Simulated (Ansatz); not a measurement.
A structure relaxed at PBE0-D4/def2-SVP in Ansatz, charge 0, singlet:

```xyz
5

Cd   -0.141   -1.156   -0.307
Cl    1.961   -1.319   -1.184
Cl   -0.124    2.137   -0.420
Cl   -2.273   -1.230    0.508
Cl    0.576    1.569    1.402
```

**Question.** Give its formula and point group.

**Answer.** CdCl4. Point group C2v (tolerance 0.1 Å).

**Question.** Summarise the bond lengths by kind (pairs closer than 1.2 times the sum of covalent radii, bridged metal pairs left out).

**Answer.** 2 × Cd–Cl 2.28 Å; 1 × Cl–Cl 2.03 Å. The metal has 2 neighbours: Cl 2.28 Å, Cl 2.28 Å.

In the def2 sets Cd takes a core potential; there is no spin–orbit coupling. In the singlet, Cl3 and Cl5 lie 2.03 Å apart (atoms count from 1), so these atoms are partly bonded to each other. Another isomer (singlet) lies 0.06 eV lower at PBE0-D4/def2-SVP; other spin states weren't run for this one.
